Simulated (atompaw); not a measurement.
# An all-electron radial function and its pseudo partner (germanium)

Columns: radius, all-electron u(r) and pseudo u(r) of the 4s shell (level -11.74 eV) of germanium in the configuration [Ar] 3d10 4s2 4p2; PBEsol, scalar-relativistic, PAW (atompaw) scheme, atompaw 4.2.0.5.

| r (bohr) | all-electron | pseudo |
| --- | --- | --- |
| 0.122 | 0.2015 | 0.1020 |
| 0.243 | 0.0188 | 0.2014 |
| 0.365 | -0.2727 | 0.2979 |
| 0.486 | -0.3457 | 0.3885 |
| 0.608 | -0.2443 | 0.4729 |
| 0.729 | -0.0642 | 0.5486 |
| 0.851 | 0.1332 | 0.6157 |
| 0.972 | 0.3118 | 0.6723 |
| 1.094 | 0.4610 | 0.7187 |
| 1.215 | 0.5752 | 0.7540 |
| 1.337 | 0.6584 | 0.7786 |
| 1.458 | 0.7132 | 0.7926 |
| 1.580 | 0.7450 | 0.7966 |
| 1.702 | 0.7578 | 0.7913 |
| 1.823 | 0.7555 | 0.7777 |
| 1.945 | 0.7416 | 0.7568 |
| 2.066 | 0.7191 | 0.7301 |
| 2.188 | 0.6901 | 0.6983 |
| 2.309 | 0.6570 | 0.6632 |
| 2.431 | 0.6210 | 0.6255 |
| 2.552 | 0.5837 | 0.5868 |
| 2.674 | 0.5456 | 0.5475 |
| 2.795 | 0.5081 | 0.5091 |
| 2.917 | 0.4711 | 0.4715 |
| 3.038 | 0.4356 | 0.4357 |
| 3.160 | 0.4014 | 0.4014 |

(1) How many radial nodes do the two functions have?

(2) Where does each function peak?

(3) Is the pseudo-wave norm-conserving?

Answers

(1) The all-electron 4s function has n − l − 1 = 3 (the table is too coarse to show those close to the nucleus); the pseudo-wave has 0, since the states of the same l below it are removed with the core.

(2) Outermost all-electron maximum near 1.70 bohr, pseudo maximum near 1.58 bohr (to the table’s step).

(3) No, it belongs to a PAW set: the norm inside the radius is not constrained, and the difference is carried by the augmentation charge.
